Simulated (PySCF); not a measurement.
**Structure revision by computed shifts**

A compound C5H10FOP gives the data below (simulated from a calculation) and was assigned the structure `CC(C)/C(F)=P\CO`.

13C{1H} NMR (computed): δ 232.4 (C), 71.8 (CH2), 58.4 (CH3), 28.8 (CH2), 24.3 (CH3).

1H NMR (500 MHz, computed): δ 3.76 (m, 2H), 3.46 (s, 3H), 2.48 (m, 3H), 2.30 (m, 2H).

PySCF 2.14.0 with density-fitted response routines calculation with structure optimised with GFN2-xTB and PBE0/pcSseg-1 with gauge-including orbitals; rapidly exchanging positions averaged, single conformer, non-relativistic Hamiltonian, no solvent.

Scale: TMS for 1H (σ = 31.72 ppm) and 13C (σ = 186.93 ppm) (reference shieldings calculated alike).

Q: Compare with the shifts computed for the proposed structure, pairing carbons in order of shift.

A: Atoms are numbered as in `[CH3:1][CH:2]([CH3:3])/[C:4]([F:5])=[P:6]\[CH2:7][OH:8]`. Each H is labelled by its parent atom.

```tsv
atom	computed for proposal	given list	difference
C4	255.4	232.4	+23.0
C7	63.6	71.8	-8.2
C2	40.9	58.4	-17.5
C1	22.7	28.8	-6.1
C3	22.7	24.3	-1.6
```

The rms difference is 13.7 ppm and the largest +23.0 ppm at C4 (carbon double-bonded to a heavier main-group atom). The proposal also would give 4 carbon signals, not 5. The carbon types in order of shift don't match either: C, CH2, CH, CH3, CH3 for the proposal against C, CH2, CH3, CH2, CH3 in the data. The proposal doesn't fit.

Q: Which isomer fits?

A: SMILES C(OC)C/P=C(\C)F.

δC 232.4: carbon double-bonded to a heavier main-group atom. δC 71.8: sp3 CH2 bonded to O; pulled downfield by the heteroatom. δH 3.76: hydrogen on an sp3 CH2 bonded to O; its carbon carries O, hence the downfield position. δH 3.46: hydrogen on a methyl carbon bonded to O; its carbon carries O, hence the downfield position.

The shifts were computed for this structure.

Splittings by 19F and 31P in the carbon and heteronuclear signals aren't shown, as no couplings were computed. Shifts are as computed. Against solution values, carbons near 30 ppm lie about +3 ppm off and those near 130 ppm about +5 ppm. Of 1211 compounds with measured shifts, 218 miss one by over three times the rms of a fit or turn the order of signals round; such compounds aren't used in these exercises. No couplings were computed; multiplicities are counted from neighbouring protons, with m where these are inequivalent, close in shift, in a saturated or five-membered ring or joined by F or P, and br s for small geminal =CH2 splittings.
